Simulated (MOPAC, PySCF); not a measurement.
C2H2F2, SMILES `C=C(F)F`, neutral singlet in the gas phase. 

Cartesian coordinates (Å):
SMILES: C=C(F)F
```xyz
6

C      0.7221    -0.1364     0.0775
C     -0.5734     0.1083    -0.0615
F     -1.2908     0.9110     0.7214
F     -1.3554    -0.4112    -1.0053
H      1.2767     0.3370     0.8819
H      1.2208    -0.8086    -0.6140
```
Charge 0, multiplicity 1.

All levels are single points at this geometry (PBE-D3(BJ)/def2-TZVP); Pople sets use spherical d functions. Orbital energies aren't observables, and empty levels follow the basis.

HF/STO-3G in PySCF gives dipole (D) = 0.69.

Estimate the dipole (D) from each of these levels: PBE-D3(BJ)/def2-TZVP in PySCF; B3LYP/3-21G in PySCF; B3LYP/6-311+G** in PySCF; M06-2X/6-31G* in PySCF; SVWN5/6-31G* in PySCF; HF/3-21G in PySCF; AM1 in MOPAC; PM6 in MOPAC.


| level | dipole (D) |
|---|---|
| PBE-D3(BJ)/def2-TZVP in PySCF | 1.12 |
| B3LYP/3-21G in PySCF | 1.15 |
| B3LYP/6-311+G** in PySCF | 1.52 |
| M06-2X/6-31G* in PySCF | 1.22 |
| SVWN5/6-31G* in PySCF | 0.96 |
| HF/3-21G in PySCF | 1.77 |
| AM1 in MOPAC | 1.35 |
| PM6 in MOPAC | 1.15 |
